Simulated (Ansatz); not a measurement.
Basis-set extrapolation for C$_{2}$H$_{8}$OSi (`CC(O)[SiH3]`) (PBE0-D4/def2-TZVP geometry, frozen core, Ansatz). Multiplicity 1, RHF reference.

```json
{"": "HF", "def2-TZVPP": "-444.246928", "def2-QZVPP": "-444.263521"}
{"": "MP2 correlation", "def2-TZVPP": "-0.724227", "def2-QZVPP": "-0.775516"}
{"": "CCSD(T) correlation", "def2-TZVPP": "-0.799457", "def2-QZVPP": "not run"}
```

Energies in hartree. Use E(X) = E(∞) + A·exp(−7.88·√X) for Hartree–Fock and E(X) = E(∞) + B·X^(−2.97) for correlation, with X = 3 and 4, and add CCSD(T) minus MP2 of the smaller set to the MP2 limit.

Task: What is the CCSD(T) energy at the basis-set limit?

Result: HF limit: -444.263521 + (-0.016593) × 0.13774 = -444.26581. MP2 limit: -0.775516 + (-0.051289) × 0.74074 = -0.81351. Higher-order term: -0.799457 − (-0.724227) = -0.07523. Total: -445.15455 hartree, 284.0 kJ/mol below CCSD(T)/def2-TZVPP.
